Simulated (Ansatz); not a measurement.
Stepwise reaction of `[OH][Ge][OH]` with methanol, as a gas-phase model of exchange steps in deposition or etching. ΔE in kJ/mol.

Calculated with Ansatz (gas phase, PBE0-D4/def2-TZVP geometries, no zero-point term in ΔE). CCSD(T)/CBS adds triple-zeta CCSD(T) − MP2 to the extrapolated MP2 energy (def2 sets, frozen cores). This one scheme is used for every species. DFT in def2-TZVPP. B3LYP here is the variant with VWN-RPA as its local correlation; programs differ in this. For Ge outer-core shells are correlated without core-valence functions, which leaves a few kJ/mol of doubt a bond. Scalar relativity is left out up to krypton. One conformer a species, not always the lowest.

| step | reaction | PBE-D4 | B3LYP-D4 | ωB97M-V | CCSD(T)/CBS |
| --- | --- | --- | --- | --- | --- |
| 1 | `[OH][Ge][OH]` + CH₃OH → `C[O][Ge][OH]` + H₂O | -8.8 | -9.0 | -6.3 | -12.3 |
| 2 | `C[O][Ge][OH]` + CH₃OH → `C[O][Ge][O]C` + H₂O | -1.3 | -2.0 | 0.6 | -3.3 |

Problem. By hand: ΔE of the 2 steps together at CCSD(T)/CBS.

Solution. (-12.3) + (-3.3) = -15.6 kJ/mol, or -7.8 kJ/mol a step.

In ΔE each step is higher than the one before. PBE-D4 differs from CCSD(T)/CBS by 2.0 to 3.5 kJ/mol a step. Isolated molecules leave out the surface, adducts and barriers. Largest T1 diagnostic: 0.015.
